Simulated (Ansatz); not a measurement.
CH3Si (SMILES C=[SiH]) moved off its minimum; all values from Ansatz (a first-principles code), cores frozen in correlated methods. Open shells are unrestricted.
(charge 0, multiplicity 2)
```xyz
5

C     -1.01685     0.38684     0.02970
Si     0.53526    -0.29516    -0.01072
H     -1.92523    -0.24170     0.00844
H     -1.17816     1.44992     0.02724
H      1.76109     0.59156     0.00240
```

Forces at r2SCAN/def2-TZVPP (eV/Å):

| atom | Fx | Fy | Fz |
|---|---|---|---|
| C1 | -0.911 | -0.758 | -0.078 |
| Si2 | 0.621 | 0.115 | 0.006 |
| H3 | 0.530 | 0.471 | 0.048 |
| H4 | -0.060 | 0.370 | 0.022 |
| H5 | -0.180 | -0.197 | 0.002 |

Task: Give the forces (eV/Å), the total energy and the dipole at MP2/aug-cc-pV(T+d)Z.

Result: 
```json
[
 {"atom": "C1", "Fx": "-0.042", "Fy": "-1.235", "Fz": "-0.146"},
 {"atom": "Si2", "Fx": "-0.353", "Fy": "0.861", "Fz": "0.064"},
 {"atom": "H3", "Fx": "0.654", "Fy": "0.486", "Fz": "0.053"},
 {"atom": "H4", "Fx": "0.032", "Fy": "0.265", "Fz": "0.041"},
 {"atom": "H5", "Fx": "-0.290", "Fy": "-0.377", "Fz": "-0.013"}
]
```
Energy -328.7291 hartree, dipole 1.41 D.

Doubts at one or more of the structures used: a spin-contaminated determinant (MP2/aug-cc-pV(T+d)Z).
